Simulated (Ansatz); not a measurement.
Reactions of CH$_{9}$NOSi$_{2}$, SMILES `C[SiH2]N[SiH2]O`.

Gas-phase electronic energies from Ansatz, PBE0-D4/def2-TZVP geometries. CCSD(T)/CBS adds triple-zeta CCSD(T) − MP2 to the extrapolated MP2 energy (def2 sets, frozen cores). This one scheme is used for every species. For Ge outer-core shells are correlated without core-valence functions, which leaves a few kJ/mol of doubt a bond. Scalar relativity is left out up to krypton. One conformer a species, not always the lowest.

Task: Order these by ΔE at CCSD(T)/CBS, lowest first. (An estimate is asked.)
A. `C[SiH2]N[SiH2]O` + `N#CN` → `N#CN[SiH2]O` + `C[SiH2]N`
B. `C[SiH2]N[SiH2]O` + `CON` → `N[SiH2]N[SiH2]O` + `COC`
C. `C[SiH2]N[SiH2]O` + `[OH][GeH2][OH]` → `O[SiH2][O][GeH2][OH]` + `C[SiH2]N`
D. `C[SiH2]N[SiH2]O` + `N=C(N)S` → `CSC(=N)N` + `O[SiH2]N[SiH3]`
E. `C[SiH2]N[SiH2]O` + `[BH2][AlH][O][SiH3]` → `[BH2][AlH][O][SiH2]C` + `O[SiH2]N[SiH3]`

Result: B (-197.3 kJ/mol), C (-50.6 kJ/mol), E (-1.2 kJ/mol), A (+7.0 kJ/mol), D (+51.9 kJ/mol).

Largest T1 diagnostic: 0.014, for `N=C(N)S`.
